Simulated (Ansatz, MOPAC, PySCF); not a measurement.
Constitutional and geometric isomers with formula H3B2N. Isolated molecules, 0 K electronic values unless said otherwise. One relaxed conformer stands for each flexible species; it need not be the lowest. Strings in code marks are SMILES.

Quantity: vertical ionisation energy (energy after one electron is removed minus that of the parent at the parent's geometry), in eV. The restricted reference of `B=BN` is unstable towards unrestricted orbitals.

Level 1: frozen-core MP2/cc-pVQZ // CAM-B3LYP-D3(BJ)/def2-TZVP (Ansatz, an electronic-structure program)
Level 2: minus the HOMO energy of CAM-B3LYP-D3(BJ)/def2-TZVP (PySCF)
Level 3: minus the HOMO energy of PM6 // CAM-B3LYP-D3(BJ)/def2-TZVP (MOPAC)
Level 4: minus the HOMO energy of SVWN5/6-31G* // CAM-B3LYP-D3(BJ)/def2-TZVP (PySCF)

```tsv
species	level 1	level 2	level 3	level 4
`BB=N`	___	9.80	10.82	6.82
`B=BN`	7.22	6.24	6.46	3.48
`B=NB`	___	___	9.73	6.47
```

Q: What belongs in the gaps?

A: 
- `BB=N`, level 1: 11.29
- `B=NB`, level 1: 10.96
- `B=NB`, level 2: 9.18
